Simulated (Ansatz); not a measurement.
Reaction (formal exchange of groups at a P–C bond): `CC(C)(C)P` + `O=CO[SiH3]` → `[SiH3]OP` + `CC(C)(C)C=O`

Calculated with Ansatz (gas phase, PBE0-D4/def2-TZVP geometries, no zero-point term in ΔE). CBS: MP2 limit from def2 TZ/QZ plus the TZ coupled-cluster correction, frozen cores. DFT in def2-TZVPP. HSE06 is defined as in plane-wave codes. Each species was taken in one conformer, which may not be the lowest.

Is it downhill or uphill in electronic energy at CCSD(T)/CBS, and by how much? (An estimate is asked.)

Computed: Uphill: ΔE = +12.1 kJ/mol.

What do these levels give: PBE-D4, B97M-V, BHLYP-D4, r2SCAN, HSE06, CAM-B3LYP? (An estimate is asked.)

Computed: PBE-D4 28.1, B97M-V 16.2, BHLYP-D4 6.6, r2SCAN 21.6, HSE06 20.6, CAM-B3LYP 7.4 kJ/mol.

Largest T1 diagnostic among the species: 0.016.

From BLYP to BHLYP (50 % exact exchange), in def2-TZVPP and without D4, ΔE moves by −8.0 kJ/mol. At CCSD(T), def2-SVP lies +23.1 kJ/mol from the extrapolated value and def2-TZVPP +2.7 kJ/mol. Leaving LDA and LC-ωPBE aside and taking each functional with its dispersion term where it has one, the values, not all of them listed here, spread over 23.8 kJ/mol, from BHLYP-D4 to revPBE-D4. LDA lies +8.6 kJ/mol from PBE without D4.
